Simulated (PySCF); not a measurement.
AlH₃, SMILES [AlH3].

Coordinates come from a B3LYP-D3(BJ)/def2-TZVPD optimisation. The isomer is the one that the SMILES or the coordinates give; other isomers of the formula were not compared.

Calculation: PBE0/def2-TZVPD (PySCF).

Computed frontier levels, gap, dipole moment and polarisability:
```json
{
  "highest_occupied_level": "-8.58 eV",
  "lowest_empty_level": "-1.74 eV",
  "orbital_gap": "6.84 eV",
  "dipole_moment": "0.00 D",
  "quadrupole, principal values (traceless, Buckingham form, about the centre of nuclear charge)": "-3.22, -3.22, 6.44 D·Å",
  "mean_static_polarisability": "32.6 bohr³ (4.83 Å³)",
  "polarisability_principal_values": "27.9, 35.0, 35.0 bohr³"
}
```
